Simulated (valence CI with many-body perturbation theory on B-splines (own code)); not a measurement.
E1 line list for Os⁶²⁺

Level of theory: configuration interaction combined with many-body perturbation theory (CI+MBPT): four valence electrons over a frozen Dirac-Fock core [Ne], radial functions for each j: 11 s, 11 p, 9 d, 7 f, 5 g, 2 h, 1 i, with the one-electron correlation potential Σ1, the two-electron term Σ2, the three-electron term Σ3, Breit, model QED; selected CI, second order for the rest (own B-spline code, finite nucleus).

No measured spectrum was set against this ion. As an estimate, large intervals hold to a few tenths of a per cent, small ones and those within an open d or f shell to about a per cent.

Lines 201 to 236 of 236 in falling wavelength, among levels below 1403.0 eV, chosen from the strongest by gf and those to the six lowest levels. Wavelengths and rates use the calculated energies. Electric multipoles are in the length gauge, E1 and E2 with the static RPA response of the core. Weak lines are less certain than strong ones. Lines between different terms over intervals too small for the method are left out, as are lines whose strength nearly cancels. The highest levels of a list are the least certain.

Levels are named by their leading jj configuration (3d3/2^4 stands for four electrons in 3d with j = 3/2), which in mixed levels can hold well under half, so a name can repeat and another be missing. Letters in brackets count levels of one name in rising energy.

| λ vac (nm) | Upper | Lower | A (s⁻¹) | S (a.u.) |
| --- | --- | --- | --- | --- |
| 1.716 | (3s 3p1/2 3p3/2 3d5/2) J=1 [c] | (3s^2 3p1/2 3d3/2) J=2 | 3.17e+09 | 2.37e-05 |
| 1.713 | (3s 3p1/2 3p3/2 3d5/2) J=3 [d] | (3s^2 3p1/2 3d3/2) J=2 | 7.08e+06 | 1.23e-07 |
| 1.710 | (3s 3p1/2 3p3/2 3d5/2) J=2 [c] | (3s^2 3p1/2 3d3/2) J=2 | 7.20e+09 | 8.89e-05 |
| 1.700 | (3s 3p1/2 3p3/2 3d5/2) J=3 [a] | (3s 3p1/2^2 3p3/2) J=2 | 9.17e+10 | 1.56e-03 |
| 1.697 | (3s^2 3p3/2 3d5/2) J=2 | (3s^2 3p1/2 3p3/2) J=2 | 2.48e+10 | 3.00e-04 |
| 1.691 | (3s 3p1/2 3p3/2 3d5/2) J=2 [d] | (3s^2 3p1/2 3d3/2) J=2 | 1.74e+09 | 2.08e-05 |
| 1.691 | (3s 3p1/2 3p3/2 3d5/2) J=1 [b] | (3s 3p1/2^2 3p3/2) J=1 | 3.95e+10 | 2.83e-04 |
| 1.684 | (3s^2 3d3/2^2) J=0 | (3s 3p1/2^2 3p3/2) J=1 | 1.58e+11 | 3.73e-04 |
| 1.682 | (3s^2 3d3/2^2) J=2 | (3s 3p1/2^2 3p3/2) J=2 | 5.41e+09 | 6.35e-05 |
| 1.675 | (3s^2 3p3/2 3d5/2) J=2 | (3s^2 3p1/2 3p3/2) J=1 | 6.18e+08 | 7.17e-06 |
| 1.675 | (3s 3p1/2 3p3/2 3d5/2) J=3 [b] | (3s 3p1/2^2 3p3/2) J=2 | 2.84e+10 | 4.61e-04 |
| 1.674 | (3s 3p1/2 3p3/2 3d5/2) J=1 [a] | (3s 3p1/2^2 3p3/2) J=2 | 4.42e+09 | 3.07e-05 |
| 1.663 | (3s 3p1/2 3p3/2 3d5/2) J=1 [c] | (3s 3p1/2^2 3p3/2) J=1 | 3.36e+09 | 2.29e-05 |
| 1.657 | (3s 3p1/2 3p3/2 3d5/2) J=2 [c] | (3s 3p1/2^2 3p3/2) J=1 | 2.96e+10 | 3.32e-04 |
| 1.654 | (3s 3p1/2 3p3/2 3d5/2) J=2 [b] | (3s 3p1/2^2 3p3/2) J=2 | 1.18e+11 | 1.32e-03 |
| 1.653 | (3s 3p1/2 3p3/2 3d5/2) J=0 | (3s 3p1/2^2 3p3/2) J=1 | 4.39e+11 | 9.80e-04 |
| 1.645 | (3s^2 3p3/2 3d5/2) J=3 | (3s^2 3p1/2 3p3/2) J=2 | 1.45e+09 | 2.23e-05 |
| 1.641 | (3s 3p1/2 3p3/2 3d5/2) J=3 [c] | (3s 3p1/2^2 3p3/2) J=2 | 9.84e+10 | 1.50e-03 |
| 1.640 | (3s 3p1/2 3p3/2 3d5/2) J=2 [d] | (3s 3p1/2^2 3p3/2) J=1 | 3.67e+10 | 3.99e-04 |
| 1.629 | (3s 3p1/2 3p3/2 3d5/2) J=1 [b] | (3s 3p1/2^2 3p3/2) J=2 | 4.90e+10 | 3.13e-04 |
| 1.622 | (3s^2 3p3/2 3d5/2) J=1 | (3s^2 3p1/2 3p3/2) J=2 | 4.54e+10 | 2.87e-04 |
| 1.613 | (3s^2 3d3/2 3d5/2) J=3 | (3s^2 3p1/2 3d3/2) J=2 | 6.89e+08 | 9.99e-06 |
| 1.602 | (3s 3p1/2 3p3/2 3d5/2) J=1 [c] | (3s 3p1/2^2 3p3/2) J=2 | 8.98e+09 | 5.47e-05 |
| 1.602 | (3s^2 3p3/2 3d5/2) J=1 | (3s^2 3p1/2 3p3/2) J=1 | 5.29e+09 | 3.22e-05 |
| 1.599 | (3s 3p1/2 3p3/2 3d5/2) J=3 [d] | (3s 3p1/2^2 3p3/2) J=2 | 7.93e+09 | 1.12e-04 |
| 1.597 | (3s 3p1/2 3p3/2 3d5/2) J=2 [c] | (3s 3p1/2^2 3p3/2) J=2 | 1.14e+10 | 1.15e-04 |
| 1.580 | (3s 3p1/2 3p3/2 3d5/2) J=2 [d] | (3s 3p1/2^2 3p3/2) J=2 | 7.49e+10 | 7.30e-04 |
| 1.511 | (3s^2 3d3/2 3d5/2) J=3 | (3s 3p1/2^2 3p3/2) J=2 | 5.10e+09 | 6.09e-05 |
| 1.251 | (3p1/2^2 3p3/2 3d3/2) J=2 | (3s^2 3p1/2 3p3/2) J=2 | 5.08e+08 | 2.45e-06 |
| 1.245 | (3s 3p3/2^3) J=2 | (3s^2 3p1/2 3p3/2) J=2 | 5.52e+09 | 2.62e-05 |
| 1.239 | (3p1/2^2 3p3/2 3d3/2) J=2 | (3s^2 3p1/2 3p3/2) J=1 | 3.11e+08 | 1.46e-06 |
| 1.233 | (3s 3p3/2^3) J=2 | (3s^2 3p1/2 3p3/2) J=1 | 5.98e+08 | 2.76e-06 |
| 1.232 | (3s 3p1/2 3p3/2^2) J=1 [a] | (3s^2 3p1/2^2) J=0 | 8.76e+08 | 2.42e-06 |
| 1.218 | (3s 3p1/2 3p3/2^2) J=1 [b] | (3s^2 3p1/2^2) J=0 | 7.59e+09 | 2.03e-05 |
| 1.165 | (3s^2 3p3/2 3d3/2) J=1 | (3s^2 3p1/2^2) J=0 | 9.34e+08 | 2.19e-06 |
| 1.059 | (3s^2 3p3/2 3d5/2) J=1 | (3s^2 3p1/2^2) J=0 | 2.76e+09 | 4.85e-06 |
